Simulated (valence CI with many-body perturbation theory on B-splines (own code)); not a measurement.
## Missing levels of Te46+

Level of theory: configuration interaction combined with many-body perturbation theory (CI+MBPT): four valence electrons over a frozen Dirac-Fock core [He], radial functions for each j: 11 s, 11 p, 10 d, 8 f, 5 g, 2 h, with the one-electron correlation potential Σ1, the two-electron term Σ2, the three-electron term Σ3, Breit, model QED; selected CI, second order for the rest, scaled by the run's own slope (own B-spline code, finite nucleus).

The last digits are not significant, and no measured levels were compared; by estimate large intervals hold to a few tenths of a per cent, small ones and those within an open d or f shell to about a per cent. Among the levels kept, up to 840 cm⁻¹ of a level comes from second order outside the variational space, and about a tenth of that is noise between levels of different J, which matters for small intervals.

| Level | E (Ry) |
| --- | --- |
| (2s^2 2p1/2^2) J=0 | 0.000 |
| (2s^2 2p1/2 2p3/2) J=1 | ? |
| (2s^2 2p1/2 2p3/2) J=2 | 21.675 |
| (2s 2p1/2^2 2p3/2) J=2 | 33.467 |
| (2s 2p1/2^2 2p3/2) J=1 | ? |
| (2s^2 2p3/2^2) J=2 | 43.099 |
| (2s^2 2p3/2^2) J=0 | 45.929 |
| (2s 2p1/2 2p3/2^2) J=2 [a] | 52.984 |
| (2s 2p1/2 2p3/2^2) J=3 | ? |
| (2s 2p1/2 2p3/2^2) J=0 | 58.026 |
| (2s 2p1/2 2p3/2^2) J=1 [a] | 59.052 |
| (2s 2p1/2 2p3/2^2) J=2 [b] | 59.801 |
| (2s 2p1/2 2p3/2^2) J=1 [b] | 60.071 |
| (2p1/2^2 2p3/2^2) J=2 | 73.766 |
| (2p1/2^2 2p3/2^2) J=0 | ? |
| (2s 2p3/2^3) J=2 | ? |
| (2s 2p3/2^3) J=1 | 82.674 |
| (2p1/2 2p3/2^3) J=1 | ? |
| (2p1/2 2p3/2^3) J=2 | 96.156 |
| (2p3/2^4) J=0 | 118.941 |

Levels are named by their leading jj configuration (3d3/2^4 stands for four electrons in 3d with j = 3/2), which in mixed levels can hold well under half, so a name can repeat and another be missing. Letters in brackets count levels of one name in rising energy.

(1) The levels stand in rising order. What does the calculation give for the missing energies?

## Answers

(1) (2s^2 2p1/2 2p3/2) J=1 20.558; (2s 2p1/2^2 2p3/2) J=1 37.770; (2s 2p1/2 2p3/2^2) J=3 55.444; (2p1/2^2 2p3/2^2) J=0 76.856; (2s 2p3/2^3) J=2 78.672; (2p1/2 2p3/2^3) J=1 94.981.
